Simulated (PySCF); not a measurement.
H2O3S, SMILES OS(=O)O.

Geometry: B3LYP-D3(BJ)/def2-SVP. Other conformers were not sampled.

Two levels are set side by side: TDDFT-PBE/def2-SVPD (PySCF) and TDDFT-B3LYP/def2-SVPD (PySCF). Vertical, same geometry. The lowest singlet is HOMO→LUMO 95 % with PBE and HOMO→LUMO 95 % with the other functional; states are paired by order. Differences are taken from unrounded values.

```
quantity                               TDDFT-B3LYP  TDDFT-PBE  TDDFT-PBE minus TDDFT-B3LYP
-------------------------------------  -----------  ---------  ---------------------------
lowest singlet excitation (eV)                6.63       6.32                        -0.31
lowest triplet excitation (TDA) (eV)          5.77       5.56                        -0.21
first bright state (f over 0.05) (eV)         7.73       7.92                         0.19
its oscillator strength                       0.07       0.09                         0.02
```

A lower first singlet is the usual sign of a functional without exact exchange. Differences between two approximate levels are no errors against the true value.

Rough cost on one machine, each run with all the roots and properties that it gave: TDDFT-B3LYP against TDDFT-PBE about 3 times.
